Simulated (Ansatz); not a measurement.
System: HgI2, charge 0, multiplicity 1. SMILES: [I][Hg][I]
Geometry: optimised at B3LYP-D3(BJ)/def2-TZVP (Ansatz, a first-principles code).

Parts of the frozen-core correlation energy in def2-TZVPPD (Ansatz, hartree). Frozen orbitals: 22; correlated occupied orbitals by spin: 13 and 13; virtual: 145 and 145. Spin-orbit coupling is left out. Past Kr the def2 sets carry scalar-relativistic core potentials.

```csv
term,value
reference (HF),-745.95088
MP2 opposite-spin,-0.47571
MP2 same-spin,(withheld)
CCSD correlation,(withheld)
(T),(withheld)
T1 diagnostic,0.017
largest doubles amplitude,0.064
```

Problem. What belongs in the gaps?

Solution. 
- MP2 same-spin, value: -0.22354
- CCSD correlation, value: -0.68836
- (T), value: -0.02969
